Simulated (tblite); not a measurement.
Compound: C4H11B2F3Si.
Numbering: `[CH3:1][CH:2]([CH3:3])[BH:4][BH:5][SiH2:6][C:7]([F:8])([F:9])[F:10]` (hydrogens: H11, H12, H13 on C1; H14 on C2; H15, H16, H17 on C3; H18 on B4; H19 on B5; H20, H21 on Si6)

Computed with GFN2-xTB (tblite), gas phase: L-BFGS steps from a force-field or distance-geometry start until the largest atomic force falls under 0.01 eV/Å.

At the end of the run (lengths in Å): Si6–C7 1.961, B4–B5 1.606, B5–Si6 1.962, C2–B4 1.607, C7–F8 1.347, C1–H11 1.089, C3–H17 1.089, C2–B4–B5 121.7°, B4–B5–Si6 122.1°, B5–Si6–C7 109.4°, Si6–C7–F8 114.3°, C1–C2–B4–B5 -129°, C2–B4–B5–Si6 90°, B4–B5–Si6–C7 22°, H18–B4–B5–Si6 -91°, H19–B5–B4–C2 -87°.

Task: These geometries were met on the way; a selection of coordinates is given. Order them by energy above the end point, lowest first.
A. Si6–C7 1.950, B4–B5 1.681, B5–Si6 1.956, C2–B4 1.597, C7–F8 1.350, C1–H11 1.093, C3–H17 1.090, C2–B4–B5 125.4°, B4–B5–Si6 124.1°, B5–Si6–C7 112.5°, Si6–C7–F8 110.8°, C1–C2–B4–B5 -126°, C2–B4–B5–Si6 171°, B4–B5–Si6–C7 -19°, H18–B4–B5–Si6 -20°, H19–B5–B4–C2 -23°
B. Si6–C7 1.963, B4–B5 1.608, B5–Si6 1.966, C2–B4 1.605, C7–F8 1.348, C1–H11 1.090, C3–H17 1.093, C2–B4–B5 137.1°, B4–B5–Si6 133.5°, B5–Si6–C7 110.3°, Si6–C7–F8 111.8°, C1–C2–B4–B5 -138°, C2–B4–B5–Si6 125°, B4–B5–Si6–C7 25°, H18–B4–B5–Si6 -71°, H19–B5–B4–C2 -77°
C. Si6–C7 1.867, B4–B5 1.664, B5–Si6 1.948, C2–B4 1.600, C7–F8 1.393, C1–H11 1.124, C3–H17 1.124, C2–B4–B5 121.8°, B4–B5–Si6 120.0°, B5–Si6–C7 108.3°, Si6–C7–F8 107.1°, C1–C2–B4–B5 -128°, C2–B4–B5–Si6 -167°, B4–B5–Si6–C7 -32°, H18–B4–B5–Si6 -9°, H19–B5–B4–C2 -23°
D. Si6–C7 1.981, B4–B5 1.610, B5–Si6 1.963, C2–B4 1.597, C7–F8 1.351, C1–H11 1.087, C3–H17 1.089, C2–B4–B5 133.0°, B4–B5–Si6 128.4°, B5–Si6–C7 117.0°, Si6–C7–F8 112.8°, C1–C2–B4–B5 -137°, C2–B4–B5–Si6 146°, B4–B5–Si6–C7 6°, H18–B4–B5–Si6 -58°, H19–B5–B4–C2 -55°
E. Si6–C7 1.954, B4–B5 1.655, B5–Si6 1.907, C2–B4 1.560, C7–F8 1.335, C1–H11 1.079, C3–H17 1.081, C2–B4–B5 120.7°, B4–B5–Si6 122.7°, B5–Si6–C7 107.5°, Si6–C7–F8 113.7°, C1–C2–B4–B5 -129°, C2–B4–B5–Si6 -168°, B4–B5–Si6–C7 -30°, H18–B4–B5–Si6 -9°, H19–B5–B4–C2 -22°

Result: B (0.211 eV), D (0.349 eV), A (0.569 eV), E (0.913 eV), C (1.512 eV).

```json
{"step": "47", "E above end (eV)": "0.211", "rms distance from the end, all atoms (Å)": "0.691", "largest force (eV/Å)": "0.289", "rms shift of all bonds from the end (Å)": "0.005"}
{"step": "39", "E above end (eV)": "0.349", "rms distance from the end, all atoms (Å)": "0.857", "largest force (eV/Å)": "0.275", "rms shift of all bonds from the end (Å)": "0.007"}
{"step": "23", "E above end (eV)": "0.569", "rms distance from the end, all atoms (Å)": "1.100", "largest force (eV/Å)": "0.209", "rms shift of all bonds from the end (Å)": "0.017"}
{"step": "3", "E above end (eV)": "0.913", "rms distance from the end, all atoms (Å)": "1.141", "largest force (eV/Å)": "0.565", "rms shift of all bonds from the end (Å)": "0.021"}
{"step": "0", "E above end (eV)": "1.512", "rms distance from the end, all atoms (Å)": "1.146", "largest force (eV/Å)": "2.712", "rms shift of all bonds from the end (Å)": "0.032"}
```

Rows stand in the order of the answer.
